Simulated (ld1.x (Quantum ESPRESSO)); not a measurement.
**What the settings do to the TM potential of beryllium**

Base potential:

| Item | Value |
| --- | --- |
| Element | beryllium (Be) |
| Generator | ld1.x (Quantum ESPRESSO) 7.5 |
| Type | norm-conserving Troullier–Martins (Kleinman–Bylander form) |
| Functional | PBE |
| Relativity | scalar-relativistic |
| Frozen core | none |
| Valence charge | 4 |
| Reference configuration | 1s2 2s2 2p0 |
| Partial waves | 1s (bound): rc 0.45 bohr; 2p (bound, empty): rc 4.20 bohr; 3d channel at 0.3 Ry: rc 4.05 bohr |
| Local potential | all-electron potential smoothed inside 3.20 bohr (lloc = -1) |
| Core correction | none |

Occupied shells without a wave of their own: 2s. They enter only through the test configuration that unscreens the potential.

All-electron outer shells of the reference configuration (PBE, scalar-relativistic, ld1.x):

```csv
shell,level (eV),outermost node (bohr),outermost maximum (bohr)
1s,-106.21,–,0.27
2s,-5.61,0.59,2.04
2p,-2.02,–,2.28
```

Cutoffs, loose and tight: the cutoffs (Ry, on a coarse ladder) from which the occupation-weighted sum of valence levels, in a spherical-Bessel basis at the reference potential, stays within 10 and 1 mRy of its value at 400 Ry. They do not see the model core or the augmentation charge, which bear on the density cutoff. Test errors are all-electron minus pseudo excitation energies from the reference, over the configurations 1s2 2s1 2p0; 1s2 2s0 2p0; 1s2 2s1.5 2p0; 1s2 2s0 2p1; 1s2 2s1 2p1; 1s1 2s2 2p0; 1s2 2s0 2p2. A dash means not determined; rows that change the core or the reference have their own tests. The largest error is taken over the tests solved by every variant that gives reliable tests at all: 1s1 2s2 2p0; 1s2 2s0 2p0; 1s2 2s0 2p1; 1s2 2s0 2p2; 1s2 2s1 2p0; 1s2 2s1.5 2p0.

Cutoffs are not given where the Bessel-basis levels miss the radial ones by over 6 mRy, ghosts where they miss by over 20 mRy; a channel whose overlap is not positive is not tested.

| change | outcome | cutoff, loose | cutoff, tight | bound ghosts | largest test error (meV) |
| --- | --- | --- | --- | --- | --- |
| base | generated, misses its reference levels by 1.73 eV | over 300 Ry | over 300 Ry | none | +6489 |
| all radii scaled by about 0.86 (s 0.38, p 3.62, d 3.48 bohr); local potential all-electron potential smoothed inside 2.76 bohr (lloc = -1) | generated, misses its reference levels by 1.40 eV | – | – | none | +5273 |
| all radii scaled by about 0.94 (s 0.42, p 3.96, d 3.82 bohr); local potential all-electron potential smoothed inside 3.02 bohr (lloc = -1) | generated, misses its reference levels by 1.64 eV | over 300 Ry | over 300 Ry | none | +6148 |
| all radii scaled by about 1.17 (s 0.52, p 4.94, d 4.76 bohr); local potential all-electron potential smoothed inside 3.76 bohr (lloc = -1) | generated, misses its reference levels by 2.03 eV | 300 Ry | over 300 Ry | none | +7600 |
| all radii scaled by about 1.28 (s 0.58, p 5.36, d 5.16 bohr); local potential all-electron potential smoothed inside 4.08 bohr (lloc = -1) | generated, misses its reference levels by 2.52 eV | 260 Ry | over 300 Ry | none | +9414 |
| all radii scaled by about 1.40 (s 0.62, p 5.88, d 5.66 bohr); local potential all-electron potential smoothed inside 4.48 bohr (lloc = -1) | generated, misses its reference levels by 4.39 eV | – | – | not determined | +18451 |

What comes out with this change to the base: all radii scaled by about 1.09 (s 0.50, p 4.58, d 4.42 bohr); local potential all-electron potential smoothed inside 3.48 bohr (lloc = -1)?

outcome: generated, misses its reference levels by 1.86 eV; cutoff, loose: 300 Ry; cutoff, tight: over 300 Ry; bound ghosts: none; largest test error (meV): +6939.

What comes out with this change to the base: all radii scaled by about 0.77 (s 0.34, p 3.22, d 3.10 bohr); local potential all-electron potential smoothed inside 2.46 bohr (lloc = -1)?

outcome: generated, misses its reference levels by 1.09 eV; bound ghosts: not determined; largest test error (meV): +4103.

Reading the sweep of the scale of all radii (base = 1) (base included, trends over the rows without a ghost): The median size of the test errors (rows with all tests solved) rises from 1985.0 meV at 0.86 to 3586.5 meV at 1.28. More of the atom is replaced by a form fitted at one configuration, so other configurations suffer as the radius grows.
